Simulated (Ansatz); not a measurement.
Molecule: sum formula CuO2H2, net charge 0, doublet state. The spin state was set by rule; other spins were not relaxed. SMILES: [OH][Cu][OH]
Structure (B3LYP-D3(BJ)/def2-TZVP (Ansatz, an electronic-structure program) minimum search):
```xyz
5

Cu    -0.0005    -0.0017    -0.0011
O      1.3694     0.1708    -1.0828
H      1.9453     0.9295    -0.9338
O     -1.4120    -0.3191     0.9906
H     -1.5905     0.3068     1.7020
```
Charge 0, spin multiplicity 2.

Parts of the frozen-core correlation energy in STO-3G (Ansatz, hartree). Frozen orbitals: 11; correlated occupied orbitals by spin: 13 and 12; virtual: 6 and 7. Open shells are spin-unrestricted. No spin-orbit coupling. No relativistic terms.

| term | value |
|---|---|
| reference (HF) | -1769.28254 |
| MP2 opposite-spin | [?] |
| MP2 same-spin | -0.02945 |
| CCSD correlation | [?] |
| (T) | [?] |
| T1 diagnostic | 0.052 |
| largest doubles amplitude | 0.203 |
| <S^2> of the reference | 1.483 |

### Question
Fill in the missing entries.

### Answer

- MP2 opposite-spin, value: -0.10014
- CCSD correlation, value: -0.16937
- (T), value: -0.01973
